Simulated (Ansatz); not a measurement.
`C[SiH](F)PN` and `C[SiH](F)CCl` differ in one atom or group.

Ansatz, PBE0-D4/def2-TZVP geometries, multiplicity 1. Each molecule was computed in one conformer, which needn't be the lowest.

```
                                        property  `C[SiH](F)PN`
size of the dipole moment (B3LYP/def2-TZVPP) / D           0.88
            HOMO–LUMO gap (PBE0/def2-TZVPP) / eV           6.79
             HOMO–LUMO gap (PBE/def2-TZVPP) / eV           4.74
             HOMO energy (B3LYP/def2-TZVPP) / eV          -6.85
              HOMO energy (PBE0/def2-TZVPP) / eV          -7.06
           HOMO energy (ωB97M-V/def2-TZVPP) / eV          -9.19
```

Give the same properties after the change, and the shifts. (Best estimate.)

Ansatz gave: 
```tsv
property	`C[SiH](F)CCl`	shift
size of the dipole moment (B3LYP/def2-TZVPP) / D	0.77	-0.11
HOMO–LUMO gap (PBE0/def2-TZVPP) / eV	8.35	1.56
HOMO–LUMO gap (PBE/def2-TZVPP) / eV	5.94	1.20
HOMO energy (B3LYP/def2-TZVPP) / eV	-7.97	-1.12
HOMO energy (PBE0/def2-TZVPP) / eV	-8.21	-1.15
HOMO energy (ωB97M-V/def2-TZVPP) / eV	-10.46	-1.27
```

With PBE0 the HOMO falls by 1.15 eV and the LUMO rises by 0.42 eV, so the gap widens by about 1.57 eV. PBE moves the HOMO by -0.94 eV and ωB97M-V by -1.27 eV. Dipoles are sizes alone; their direction can turn.

B3LYP here is the variant with VWN-RPA as its local correlation; programs differ in this.
